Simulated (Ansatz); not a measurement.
Isolated molecules relaxed with PBE0-D4/def2-TZVP in Ansatz; ΔE leaves out vibrations. CCSD(T)/CBS adds triple-zeta CCSD(T) − MP2 to the extrapolated MP2 energy (def2 sets, frozen cores). Functionals use def2-TZVPP. B3LYP here is the variant with VWN-RPA as its local correlation; programs differ in this. For Ge outer-core shells are correlated without core-valence functions, which leaves a few kJ/mol of doubt a bond. Scalar relativity is left out up to krypton. One conformer a species, not always the lowest.

`[F][GeH]([F])[GeH3]` + `NB(O)F` → `NB(F)[O][GeH3]` + `[F][GeH2][F]`  (cleavage of the Ge–Ge bond)

Problem. Is it downhill or uphill in electronic energy at CCSD(T)/CBS, and by how much? (Best estimate.)

Solution. Ansatz gave: Downhill: ΔE = -1.3 kcal/mol.

Problem. What do these levels give: PBE-D4, r2SCAN-D4, B3LYP-D4, ωB97M-V, PBE0, MP2/def2-TZVPP, CCSD/def2-TZVPP, HF/def2-QZVPP, MP2/def2-QZVPP, SCS-MP2/def2-QZVPP, HF/CBS(def2), CCSD/CBS(def2)? (Estimate.)

Solution. Ansatz gave: PBE-D4 2.5, r2SCAN-D4 -0.4, B3LYP-D4 -0.7, ωB97M-V -1.5, PBE0 1.3, MP2/def2-TZVPP -3.5, CCSD/def2-TZVPP -3.1, HF/def2-QZVPP -7.0, MP2/def2-QZVPP -2.7, SCS-MP2/def2-QZVPP -4.2, HF/CBS(def2) -7.0, CCSD/CBS(def2) -1.5 kcal/mol.

Largest T1 diagnostic among the species: 0.012.

From PBE to PBE0 (25 % exact exchange), in def2-TZVPP and without D4, ΔE moves by −1.3 kcal/mol. In def2-TZVPP, CCSD(T) changes the Hartree–Fock value by +3.9 kcal/mol (the triples alone add +0.2 kcal/mol) and MP2 by +3.3 kcal/mol.
